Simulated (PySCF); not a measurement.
**SbO₂⁺: bending curve**

Method: PySCF, TPSS, basis Sb def2-TZVP with ECP28, O def2-TZVP (scalar-relativistic core potentials, no spin–orbit coupling, density fitting).

Rigid scan from the singlet minimum (Sb–O 1.781 Å (×2); O–Sb–O 180.0°). Coordinate: the O–Sb–O angle, bonds fixed. Energies in kJ/mol from the minimum.

(1) Predict the curve at 80, 90, 100, 110, 120, 130, 140, 150, 160, 170, 180.

Results:

(1) 
```csv
bond angle (°),E (kJ/mol),"dipole size (D, about the centre of mass)"
80,154.6,2.43
90,203.0,2.82
100,152.2,3.19
110,105.3,2.87
120,71.6,2.53
130,46.7,2.17
140,28.3,1.79
150,15.1,1.37
160,6.5,0.93
170,1.5,0.47
180,0.0,0.00
```

Other isomers or separated fragments may lie lower.
